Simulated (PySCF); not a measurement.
Computed IR spectrum (relative IR intensity) of a molecule C4H4Cl2. Coordinates come from a PBE-D3(BJ)/def2-SVP optimisation. The values are those of a single conformer. Computed with PBE-D3(BJ)/def2-SVP in PySCF. Frequencies are harmonic and unscaled.

ν (cm⁻¹): 301 (vw), 697 (m), 774 (vs), 1148 (w), 1260 (m), 1581 (m), 3113 (w), 3152 (w) (against the strongest line: vs over 80 %, s over 45 %, m over 15 %, w over 4 %, vw less)

### Question
Pick the molecule that these values belong to.
A) CC=C=C(Cl)Cl
B) C=C=C(Cl)CCl
C) Cl/C=C\C=C/Cl
D) C#CCC(Cl)Cl

### Answer
C, Cl/C=C\C=C/Cl
